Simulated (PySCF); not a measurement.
fulvene (C6H6), SMILES C1=CC=CC1=C.

Geometry optimised at PBE0-D3(BJ)/def2-SVP.

Calculation: TDA-PBE/def2-SVPD run with PySCF.

Vertical excitations. The molecule is in vacuum. State labels are in the subgroup C2v.

Computed excitation energies, oscillator strengths and character:
| state | symmetry | energy (eV) | λ (nm) | f | main pairs |
|---|---|---|---|---|---|
| S1 | B2 | 3.12 | 397 | 0.009 | HOMO→LUMO 95 % |
| S2 | A1 | 5.43 | 228 | 0.277 | HOMO−1→LUMO 63 %, HOMO→LUMO+2 25 % |
| S3 | A2 | 5.60 | 222 | 0.000 | HOMO−2→LUMO 100 % |
| S4 | A2 | 5.78 | 214 | 0.000 | HOMO→LUMO+1 100 % |
| S5 | B1 | 6.15 | 202 | 0.001 | HOMO−3→LUMO 99 % |
| S6 | A2 | 6.26 | 198 | 0.000 | HOMO→LUMO+3 100 % |
| S7 | B1 | 6.53 | 190 | 0.027 | HOMO→LUMO+4 100 % |
| S8 | B1 | 6.80 | 182 | 0.001 | HOMO−5→LUMO 99 % |
| S9 | A2 | 6.81 | 182 | 0.000 | HOMO−6→LUMO 100 % |
| S10 | A1 | 6.82 | 182 | 0.273 | HOMO−4→LUMO 61 %, HOMO−1→LUMO 15 %, HOMO−1→LUMO+5 11 % |
| T1 | B2 | 2.11 | 587 | 0 | HOMO→LUMO 99 % |
| T2 | A1 | 3.00 | 413 | 0 | HOMO−1→LUMO 98 % |
| T3 | A2 | 5.27 | 235 | 0 | HOMO−2→LUMO 100 % |
| T4 | A1 | 5.29 | 234 | 0 | HOMO→LUMO+2 71 %, HOMO−4→LUMO 27 % |
Triplets are in the Tamm–Dancoff approximation.
